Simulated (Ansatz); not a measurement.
`BN(B)[SiH2]C` → `BNB` + `C[SiH]` at 298.15 K and 1 bar (silylene formation by 1,1-elimination).

Isolated molecules relaxed with PBE0-D4/def2-TZVP in Ansatz; ΔE leaves out vibrations. CBS: MP2 limit from def2 TZ/QZ plus the TZ coupled-cluster correction, frozen cores. This one scheme is used for every species. Each species was taken in one conformer, which may not be the lowest.

```
       species  CCSD(T)/CBS energy (Eh)  H − E (kJ/mol)  S (J/(mol·K))
`BN(B)[SiH2]C`               -436.91483           296.0          353.3
         `BNB`               -107.34560           171.3          258.1
      `C[SiH]`               -329.46712           122.3          261.2
```

H − E and S are ideal-gas, rigid-rotor, harmonic terms from PBE0-D4/def2-TZVP, for one conformer and one mirror image of each species. 1 Eh = 2625.50 kJ/mol, R = 8.31446 J/(mol·K).

Question: By hand: ΔE, ΔH, ΔS and ΔG.

Answer: ΔE = (-107.34560) + (-329.46712) − (-436.91483) = 0.10211 Eh = 268.1 kJ/mol. Δ(H − E) = 171.3 + 122.3 − 296.0 = -2.4, so ΔH = 265.7 kJ/mol. ΔS = 258.1 + 261.2 − 353.3 = 166.0 J/(mol·K). ΔG = 265.7 − 298.15 × (166.0)/1000 = 216.2 kJ/mol.

Question: By hand: the equilibrium constant, and the temperature at which ΔG would vanish if ΔH and ΔS stayed fixed.

Answer: log₁₀ K = −ΔG/(RT ln 10) = -37.9. ΔG = 0 at ΔH/ΔS = 1601 K.

The number of gas molecules changes by +1, which sets the sign of ΔS. A doubt of 5 kJ/mol in ΔE shifts log₁₀ K by 0.9 here. Other conformers and mirror images would add mixing entropy, several J/(mol·K) or more a flexible species. Modes under 60 cm⁻¹, often nearly free rotors, make the harmonic entropy too high. These are equilibria of isolated gas molecules and say nothing of rates. Largest T1 diagnostic: 0.012 (customary marks: 0.02 for closed shells, 0.045 for open ones).
